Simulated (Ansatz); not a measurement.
Ideal-gas functions of FH$_{2}$SeSn, SMILES `[F][SnH][SeH]` radical at 500 K and 1 bar, from an Ansatz frequency run at PBE0-D4/def2-TZVP.

Molar mass 218.68 g/mol, point group C1 (symmetry number 1), electronic degeneracy 2, moments of inertia 58.179, 361.55, 413.506 u Å². Harmonic wavenumbers (cm⁻¹, unscaled): 77, 152, 235, 436, 503, 591, 612, 1772, 2443.

Use S(trans) = R[1.5 ln M + 2.5 ln T − 1.1517]; rotational temperatures θ = 24.2544 K / I; S(rot) = R[ln(√π/σ · √(T³/θAθBθC)) + 1.5]; for each mode x = 1.438777 ν̃/T, S = R[x/(eˣ − 1) − ln(1 − e⁻ˣ)] and H = RT x/(eˣ − 1); 1 cm⁻¹ = 0.0119627 kJ/mol; R = 8.31446 J/(mol·K).

By hand: the entropy, in J/(mol·K).

Translation 186.8. Rotation: θ = 0.4169, 0.0671, 0.0587 K, giving 121.4. Vibration, mode by mode: 20.86, 15.26, 11.72, 6.95, 5.93, 4.83, 4.61, 0.31, 0.06, in all 70.5. Electronic 5.8. Sum 384.5 J/(mol·K).

By hand: H − E and G − E in kJ/mol, counted from the electronic energy.

Zero-point energy ½ × 6821 × 0.0119627 = 40.8; thermal vibration 17.1; translation, rotation and pV give 4 RT = 16.6. H − E = 74.5 kJ/mol, and G − E = 74.5 − 500 × 384.5/1000 = -117.8 kJ/mol.

Vibration gives 18 % of the entropy, 20.9 J/(mol·K) of it from the mode under 150 cm⁻¹: soft modes count most, and the harmonic formula is weakest for them. The sum counts one conformer and one mirror image; others add a mixing term.
